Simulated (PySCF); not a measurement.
Positional isomers: silole silyl. Isolated molecules, 0 K electronic values unless said otherwise. Strings in code marks are SMILES.

The dipole moment from two functionals at the same geometries (B3LYP-D3(BJ)/def2-TZVP), both in PySCF: PBE-D3(BJ)/def2-TZVP and B3LYP-D3(BJ)/def2-TZVP. B3LYP has the VWN-RPA correlation part, as in Gaussian. 

```tsv
species	PBE-D3(BJ)/def2-TZVP (D)
`[SiH3]C1=CC=C[SiH2]1`	1.29
`[SiH3]C1=C[SiH2]C=C1`	0.32
`[SiH3][SiH]1C=CC=C1`	0.69
```

Q: What does B3LYP-D3(BJ)/def2-TZVP give for each?

A: 
- `[SiH3]C1=CC=C[SiH2]1`: 1.29
- `[SiH3]C1=C[SiH2]C=C1`: 0.29
- `[SiH3][SiH]1C=CC=C1`: 0.71
Over these rows, drawn at random from the members with no instability flagged (it was tested for open shells, ions and some series alone), PBE minus B3LYP-D3(BJ): mean 0.00 D, from -0.01 D to +0.03 D.
